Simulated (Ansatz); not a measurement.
Consider the ligand exchange at the Se–Si bond: `C[SiH2][Se][SiH3]` + `C[SeH]` → `C[SiH2][Se][Se]C` + SiH₄.

Calculated with Ansatz (gas phase, PBE0-D4/def2-TZVP geometries, no zero-point term in ΔE). CBS: MP2 limit from def2 TZ/QZ plus the TZ coupled-cluster correction, frozen cores. This one scheme is used for every species. Functionals use def2-TZVPP. For Se outer-core shells are correlated without core-valence functions, which leaves a few kJ/mol of doubt a bond. Scalar relativity is left out up to krypton. Each species was taken in one conformer, which may not be the lowest.

`C[SiH2][Se][SiH3]`:

Z-matrix (Å, degrees):
```
C
Si 1 1.865
H 1 1.092 2 111.0
H 1 1.092 2 110.6 3 120.2
H 1 1.094 2 110.1 3 -119.8
Se 2 2.287 1 112.4 3 -61.3
H 2 1.485 1 111.1 3 -178.3
H 2 1.487 1 110.4 3 60.2
Si 6 2.273 2 95.3 1 72.9
H 9 1.486 6 111.5 2 -62.2
H 9 1.485 6 110.8 2 58.7
H 9 1.483 6 106.6 2 178.5
```

`C[SeH]`:

Cartesian coordinates in Å:
```
C -0.093 -0.474 0.254
Se -0.563 1.058 -0.855
H 0.719 -1.039 -0.199
H -0.985 -1.097 0.298
H 0.171 -0.153 1.259
H 0.751 1.706 -0.757
```

`C[SiH2][Se][Se]C`:

Z-matrix (Å, degrees):
```
C
Si 1 1.862
H 1 1.092 2 110.0
H 1 1.094 2 110.3 3 119.6
H 1 1.092 2 110.7 3 -120.1
Se 2 2.288 1 112.1 3 58.4
H 2 1.487 1 110.9 3 -62.8
H 2 1.489 1 111.4 3 175.7
Se 6 2.335 2 94.7 1 -64.9
C 9 1.946 6 99.3 2 -87.6
H 10 1.091 9 106.1 6 179.7
H 10 1.087 9 109.9 6 -61.4
H 10 1.088 9 110.0 6 61.0
```

SiH₄:

Cartesian coordinates in Å:
```
Si 0.000 0.000 0.000
H 0.334 1.301 -0.633
H 0.006 -1.068 -1.031
H -1.347 0.082 0.620
H 1.007 -0.315 1.045
```

| level | ΔE (kJ/mol) |
| --- | --- |
| PBE-QIDH | 48.6 |
| PBE0 | 45.5 |
| r2SCANh | 45.8 |
| HF/CBS(def2) | 49.9 |

(1) What does CCSD(T)/CBS give? (Best estimate.)

Largest T1 diagnostic among the species: 0.011.

Results:

(1) Computed: +44.1 kJ/mol. The listed levels differ from it by 4.5, 1.4, 1.7, 5.8 kJ/mol.

From BLYP to BHLYP (50 % exact exchange), in def2-TZVPP and without D4, ΔE moves by +11.9 kJ/mol. The D4 term adds −4.9 kJ/mol with B3LYP and −2.7 kJ/mol with PBE0; it sums over pairs of atoms, weighted by their polarisabilities, and B3LYP, whose exchange is more repulsive, gets the larger term.

CCSD(T)/CBS has its own doubt, a few kJ/mol and more with outer-core shells, so smaller differences from it don't rank the levels.

B3LYP here is the variant with VWN-RPA as its local correlation; programs differ in this.
